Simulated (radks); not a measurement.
All-electron atom: Os38+ in [Kr] 4d2 (the NIST ground configuration).

All-electron calculation, scalar-relativistic Kohn-Sham, LDA (Slater exchange, Perdew-Wang correlation), spin-polarised, spherical densities, finite nucleus; open shells are filled with parallel spins first (spin-orbit coupling, left out, can overturn this in heavy ions); Fermi nuclear charge, rms radius 5.4126 fm. Program: a radial shooting solver on a logarithmic mesh with Libxc functionals.

Energy parts (hartree):
part                       energy
total                 -16370.4803
kinetic                18228.0665
electron-nucleus      -38078.3593
Hartree                 3741.1833
exchange-correlation    -261.3707

Orbitals (lengths in bohr, moments of r in powers of bohr; r(90%) holds 90 % of the orbital's charge):
orbital  occ.  eigenvalue (hartree)       <r^4>  r(90%)
1s up       1             -2772.920   5.136e-07  0.0324
1s down     1             -2772.917   5.136e-07  0.0324
2s up       1             -533.8595  0.00007622   0.116
2s down     1             -533.7756  0.00007622   0.116
2p up       3             -473.1286  0.00006048   0.110
2p down     3             -473.0579  0.00006047   0.110
3s up       1             -169.6482    0.002659   0.281
3s down     1             -169.5891    0.002655   0.281
3p up       3             -151.7629    0.002835   0.287
3p down     3             -151.7002    0.002829   0.287
3d up       5             -132.1615    0.002123   0.268
3d down     5             -132.0836    0.002120   0.268
4s up       1             -76.12070     0.04138   0.554
4s down     1             -75.90748     0.04144   0.555
4p up       3             -69.53146     0.04807   0.577
4p down     3             -69.32120     0.04817   0.577
4d up       2             -61.88181     0.05031   0.587
4d down     0             -61.67168     0.05046   0.587
5s up       0             -42.88727      0.3480   0.937
5s down     0             -42.78376      0.3502   0.938
5p up       0             -39.90397      0.4091   0.977
5p down     0             -39.80824      0.4119   0.978

The highest occupied level is 4d up at -1683.9 eV. The electron density at the nucleus is 1.784e+06 e/bohr^3 (large components only).
